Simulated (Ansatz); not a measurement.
Reaction (formal hydrolysis of the Si–Si bond): `Cl[SiH2][SiH](Cl)Cl` + H₂O → `O[SiH](Cl)Cl` + `[SiH3]Cl`

Calculated with Ansatz (gas phase, PBE0-D4/def2-TZVP geometries, no zero-point term in ΔE). CCSD(T)/CBS adds triple-zeta CCSD(T) − MP2 to the extrapolated MP2 energy (def2 sets, frozen cores). This one scheme is used for every species. DFT in def2-TZVPP. HSE06 is defined as in plane-wave codes. One conformer a species, not always the lowest.

`Cl[SiH2][SiH](Cl)Cl`:

```xyz
8

Cl    0.818    1.291    2.179
Si    0.648    1.000    0.151
Si   -0.501   -1.005   -0.204
Cl   -2.385   -0.844    0.581
Cl   -0.617   -1.305   -2.230
H     2.009    0.932   -0.434
H    -0.110    2.129   -0.439
H     0.138   -2.198    0.395
```

H₂O:

```xyz
3

O     0.329    0.192   -0.081
H    -0.256   -0.252   -0.699
H    -0.073    0.060    0.780
```

`O[SiH](Cl)Cl`:

Z-matrix (Å, degrees):
```
Si
Cl 1 2.042
Cl 1 2.041 2 107.4
O 1 1.621 2 111.2 3 -121.9
H 1 1.467 2 109.8 3 119.4
H 4 0.959 1 119.4 2 59.9
```

`[SiH3]Cl`:

Z-matrix (Å, degrees):
```
Si
Cl 1 2.054
H 1 1.481 2 108.5
H 1 1.481 2 108.5 3 -120.0
H 1 1.481 2 108.5 3 120.0
```

(1) Is it downhill or uphill in electronic energy at CCSD(T)/CBS, and by how much? (Estimate.)

(2) What do these levels give: LDA (SPW92), r2SCAN-D4, HSE06-D4, BHLYP-D4, CAM-B3LYP-D4, BHLYP, CAM-B3LYP, HF/def2-SVP, CCSD/def2-SVP, CCSD(T)/def2-SVP, MP2/def2-TZVPP, MP2/CBS(def2)? (Best estimate.)

Largest T1 diagnostic among the species: 0.010.

Results:

(1) Computed: Downhill: ΔE = -1.17 eV.

(2) Computed: LDA (SPW92) -1.08, r2SCAN-D4 -1.19, HSE06-D4 -1.03, BHLYP-D4 -1.25, CAM-B3LYP-D4 -1.27, BHLYP -1.36, CAM-B3LYP -1.34, HF/def2-SVP -1.39, CCSD/def2-SVP -1.24, CCSD(T)/def2-SVP -1.21, MP2/def2-TZVPP -1.27, MP2/CBS(def2) -1.21 eV.

From BLYP to BHLYP (50 % exact exchange), in def2-TZVPP and without D4, ΔE moves by −0.14 eV. The D4 term adds +0.10 eV with B3LYP and +0.06 eV with PBE0; it sums over pairs of atoms, weighted by their polarisabilities, and B3LYP, whose exchange is more repulsive, gets the larger term. At CCSD(T), def2-SVP lies −0.05 eV from the extrapolated value and def2-TZVPP −0.05 eV.

B3LYP here is the variant with VWN-RPA as its local correlation; programs differ in this.
